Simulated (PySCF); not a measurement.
Stepwise substitution at one centre (Si F-C2H5). Gas-phase values, no solvent. One relaxed conformer stands for each flexible species; it need not be the lowest. Strings in code marks are SMILES.

Method: PBE-D3(BJ)/def2-TZVP // PBE-D3(BJ)/def2-SVP in PySCF 2.14.0. All candidates: neutral, multiplicity 1. Excitations are Tamm–Dancoff values on a coarser integration grid. The basis has no diffuse functions, so Rydberg states are missing or too high.

The S1 excitation (TDA) comes out as 6.59 eV, the HOMO comes out as -6.61 eV and the T1 excitation (TDA) is 6.46 eV.

**Question.** Identify which member has these values.
A) `CC[Si](F)(F)F`
B) `CC[Si](F)(F)CC` (C–C–Si–F torsion 65°, F–Si–C–C torsion -180°)
C) `CC[Si](F)(CC)CC`
D) `CC[Si](CC)(CC)CC`

**Answer.** C, `CC[Si](F)(CC)CC`. The others give `CC[Si](CC)(CC)CC`: 6.51 eV, -6.38 eV, 6.43 eV; `CC[Si](F)(F)F`: 8.08 eV, -8.16 eV, 7.70 eV; `CC[Si](F)(F)CC` (C–C–Si–F torsion 65°, F–Si–C–C torsion -180°): 6.93 eV, -6.96 eV, 6.75 eV
